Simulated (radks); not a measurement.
Question: All-electron atom: As+ in [Ar] 3d10 4s2 4p1.75 5s0.25 (fractional occupations, a model configuration). Method: scalar-relativistic Kohn-Sham, RPBE, spin-unpolarised, spherical densities, point nucleus; computed with a radial shooting solver on a logarithmic mesh with Libxc functionals. Some entries of the table are withheld. Estimate them.

orbital,occ.,eigenvalue (eV),<r^2> (bohr^2),<1/r> (bohr^-1)
1s,2,-11731.86,0.002786,33.47
2s,2,(1),0.04846,7.370
2p,6,-1314.648,0.03846,7.220
3s,2,(2),0.4122,2.385
3p,6,-144.7792,0.4472,2.232
3d,10,-51.6518,0.5782,1.910
4s,2,-24.3071,3.967,0.7050
4p,1.75,-14.1655,6.045,0.5687
5s,0.25,-5.5748,30.96,0.2446
4d,0,-3.8783,27.47,0.2662
5p,0,-3.7862,48.92,0.1943

Answer: 
(1) 2s eigenvalue (eV): -1498.068
(2) 3s eigenvalue (eV): -201.5013
